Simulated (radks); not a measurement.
Results of a calculation; reference values are marked as such.
Ionisation of neutral neodymium, [Xe] 4f4 6s2, to Nd+, [Xe] 4f4 6s1, under several functionals. Scalar-relativistic Kohn-Sham, spin-polarised, spherical densities, finite nucleus; open shells are filled with parallel spins first (spin-orbit coupling, left out, can overturn this in heavy ions); a radial shooting solver on a logarithmic mesh with Libxc functionals. Known Delta-SCF values: exchange-only LDA 4.620 eV. What does BP86 give, and what is its highest occupied eigenvalue?

Answer. 5.612 eV by Delta-SCF; the 4f eigenvalue is -2.637 eV. NIST: 5.525 eV (measured).
